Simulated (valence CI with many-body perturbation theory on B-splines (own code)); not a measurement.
Results of a calculation; reference values are marked as such.
**Basis-set convergence for Dy XLV**

Method: configuration interaction combined with many-body perturbation theory (CI+MBPT): four valence electrons over a frozen Dirac-Fock core [Ar], a basis of 7 s, 7 p, 8 d, 6 f, 4 g, 1 h functions for each j, with the one-electron correlation potential Σ1, the two-electron term Σ2, the three-electron term Σ3, Breit, model QED; selected CI, second order for the rest (own B-spline code, finite nucleus).

The last digits are not significant, and no measured levels were compared; by estimate large intervals hold to a few tenths of a per cent, small ones and those within an open d or f shell to about a per cent. Only levels of the ground parity were solved; by the run's estimate the other parity begins above the list, which can be wrong where configurations are misplaced.

The reference run has the lowest level (3d3/2^4) J=0 and an ionisation energy of 3608.18 eV. Its largest variational space holds 17273 state functions.

Levels are named by their leading jj configuration (3d3/2^4 stands for four electrons in 3d with j = 3/2), which in mixed levels can hold well under half, so a name can repeat and another be missing. Letters in brackets count levels of one name in rising energy.

Changed runs:
A. basis 6 s, 6 p, 5 d, 5 f, 1 g
B. basis 5 s, 5 p, 4 d, 4 f

Excitation energies of the reference run in cm⁻¹, and shifts in cm⁻¹:

| Level | Reference | A | B |
| --- | --- | --- | --- |
| (3d3/2^3 3d5/2) J=1 | 277971 | -243 | -420 |
| (3d3/2^3 3d5/2) J=4 | 363449 | +19 | +293 |
| (3d3/2^3 3d5/2) J=2 | 373104 | -119 | +84 |
| (3d3/2^3 3d5/2) J=3 | 399912 | -45 | +288 |
| (3d3/2^2 3d5/2^2) J=0 [a] | 617875 | -239 | -437 |
| (3d3/2^2 3d5/2^2) J=2 [a] | 631117 | -153 | +61 |
| (3d3/2^2 3d5/2^2) J=4 [a] | 637935 | -211 | -156 |
| (3d3/2^2 3d5/2^2) J=3 [a] | 652270 | -219 | -65 |
| (3d3/2^2 3d5/2^2) J=5 | 681393 | -71 | +308 |
| (3d3/2^2 3d5/2^2) J=6 | 702169 | +21 | +564 |
| (3d3/2^2 3d5/2^2) J=1 | 709035 | -73 | +348 |
| (3d3/2^2 3d5/2^2) J=4 [b] | 738250 | +54 | +579 |
| Ionisation energy (eV) | 3608.18 | -0.09 | -0.14 |
